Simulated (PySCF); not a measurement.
This PySCF input asks for the NMR shieldings of `CN[SiH2]Sc1ccoc1`, C₅H₉NOSSi; the geometry comes from GFN2-xTB.

```python
import basis_set_exchange as bse
import numpy as np
from pyscf import gto, dft
from pyscf.prop import nmr

atoms = """
C    -3.073596    0.254985    0.987014
N    -1.940169    0.159333    0.096411
Si   -1.322555   -1.329566   -0.477301
S     0.273553   -0.880087   -1.849413
C     1.562414   -0.345056   -0.790635
C     2.948289   -0.408814   -1.105284
C     3.592704    0.118127   -0.032691
O     2.718275    0.499896    0.912786
C     1.484670    0.222180    0.448089
H    -4.024772    0.291941    0.447036
H    -2.990744    1.150107    1.605439
H    -3.083875   -0.618931    1.633727
H    -1.842152    0.982000   -0.482120
H    -0.768348   -2.061033    0.656682
H    -2.198717   -2.163775   -1.297923
H     3.374476   -0.797482   -2.006055
H     4.634086    0.270319    0.170766
H     0.647701    0.462230    1.071815
"""
names = dict.fromkeys(["C", "N", "Si", "S", "O", "H"], "pcSseg-1")
basis = {el: gto.basis.parse(bse.get_basis(n, elements=[el], fmt="nwchem")) for el, n in names.items()}
mol = gto.M(atom=atoms, basis=basis, charge=0, verbose=0)
mf = dft.RKS(mol, xc="PBE0")
mf.grids.level = 2
mf.grids.alignment = dft.numint.BLKSIZE   # the property module wants whole blocks of grid points
mf.conv_tol = 1e-9
mf.kernel()

calc = nmr.RKS(mf)   # GIAO
C = mf.mo_coeff
Co = C[:, mf.mo_occ > 0]
resp = mf.gen_response(singlet=True, hermi=2)
def vind(x):   # induced exchange potential for any number of trial vectors
    d = np.einsum("pi,xij,qj->xpq", C, 2 * x.reshape(-1, C.shape[1], Co.shape[1]), Co, optimize=True)
    return np.einsum("xpq,pi,qj->xij", resp(d - d.transpose(0, 2, 1)), C, Co, optimize=True).ravel()
mo1, _ = nmr.rhf.solve_mo1(calc, with_cphf=vind)
sigma = calc.kernel(mo1)
for i, s in enumerate(sigma):   # ppm
    w = np.linalg.eigvalsh((s + s.T) / 2)
    print("%2d %-2s iso %8.1f  s11 %8.1f  s22 %8.1f  s33 %8.1f" % (i, mol.atom_pure_symbol(i), w.mean(), *w))
```

Question: What does it print?

Answer: 
```
 0 C  iso    156.5  s11    131.7  s22    149.8  s33    187.8
 1 N  iso    243.1  s11    198.1  s22    251.9  s33    279.3
 2 Si iso    373.6  s11    333.8  s22    363.8  s33    423.2
 3 S  iso    627.2  s11    492.4  s22    617.3  s33    771.8
 4 C  iso     61.2  s11    -15.2  s22     54.7  s33    144.2
 5 C  iso     66.5  s11    -19.0  s22     69.2  s33    149.2
 6 C  iso     39.9  s11    -35.3  s22     46.8  s33    108.2
 7 O  iso     32.5  s11   -117.2  s22    -40.6  s33    255.3
 8 C  iso     41.7  s11    -30.9  s22     50.9  s33    105.0
 9 H  iso     28.8  s11     23.1  s22     26.7  s33     36.5
10 H  iso     28.7  s11     23.2  s22     26.9  s33     36.1
11 H  iso     29.2  s11     25.2  s22     27.2  s33     35.2
12 H  iso     31.5  s11     22.1  s22     32.2  s33     40.2
13 H  iso     26.6  s11     23.7  s22     24.9  s33     31.2
14 H  iso     26.4  s11     21.8  s22     24.8  s33     32.5
15 H  iso     25.1  s11     22.5  s22     24.7  s33     28.0
16 H  iso     24.3  s11     21.3  s22     25.1  s33     26.5
17 H  iso     23.9  s11     18.7  s22     24.3  s33     28.7
```

These numbers come from an equivalent density-fitted implementation of the same equations, which agrees with the script to about 0.01 ppm for H and up to a few tenths of a ppm for heavy atoms, so last digits may differ.

Size and cost of the density-fitted run: 212 basis functions, 55 s wall time on 1 thread of an x86-64 server CPU, shared host.
